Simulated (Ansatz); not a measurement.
`[CH3][SnH]([NH2])[Cl]` + H₂O → `[NH2][SnH]([OH])[Cl]` + CH₄ at 700 K and 1 bar (formal hydrolysis of the Sn–C bond).

Isolated molecules relaxed with PBE0-D4/def2-TZVP in Ansatz; ΔE leaves out vibrations. CBS: MP2 limit from def2 TZ/QZ plus the TZ coupled-cluster correction, frozen cores. This one scheme is used for every species. Elements past krypton have def2 core potentials. For Sn outer-core shells are correlated without core-valence functions, which leaves a few kJ/mol of doubt a bond. One conformer a species, not always the lowest.

```json
{"species": "`[CH3][SnH]([NH2])[Cl]`", "CCSD(T)/CBS energy (Eh)": "-770.22867", "H − E (kJ/mol)": "261.8", "S (J/(mol·K))": "495.0"}
{"species": "H₂O", "CCSD(T)/CBS energy (Eh)": "-76.37941", "H − E (kJ/mol)": "80.5", "S (J/(mol·K))": "218.4"}
{"species": "`[NH2][SnH]([OH])[Cl]`", "CCSD(T)/CBS energy (Eh)": "-806.16228", "H − E (kJ/mol)": "194.7", "S (J/(mol·K))": "465.0"}
{"species": "CH₄", "CCSD(T)/CBS energy (Eh)": "-40.46206", "H − E (kJ/mol)": "145.9", "S (J/(mol·K))": "224.0"}
```

H − E and S are ideal-gas, rigid-rotor, harmonic terms from PBE0-D4/def2-TZVP, for one conformer and one mirror image of each species. 1 Eh = 2625.50 kJ/mol, R = 8.31446 J/(mol·K).

Question: By hand: ΔE, ΔH, ΔS and ΔG.

Answer: ΔE = (-806.16228) + (-40.46206) − (-770.22867) − (-76.37941) = -0.01626 Eh = -42.7 kJ/mol. Δ(H − E) = 194.7 + 145.9 − 261.8 − 80.5 = -1.7, so ΔH = -44.4 kJ/mol. ΔS = 465.0 + 224.0 − 495.0 − 218.4 = -24.4 J/(mol·K). ΔG = -44.4 − 700 × (-24.4)/1000 = -27.3 kJ/mol.

Question: By hand: the equilibrium constant, and the temperature at which ΔG would vanish if ΔH and ΔS stayed fixed.

Answer: log₁₀ K = −ΔG/(RT ln 10) = 2.0. ΔG = 0 at ΔH/ΔS = 1820 K.

TΔS isn't small against ΔH here. A doubt of 5 kJ/mol in ΔE shifts log₁₀ K by 0.4 here. Other conformers and mirror images would add mixing entropy, several J/(mol·K) or more a flexible species. These are equilibria of isolated gas molecules and say nothing of rates. Largest T1 diagnostic: 0.013 (customary marks: 0.02 for closed shells, 0.045 for open ones).
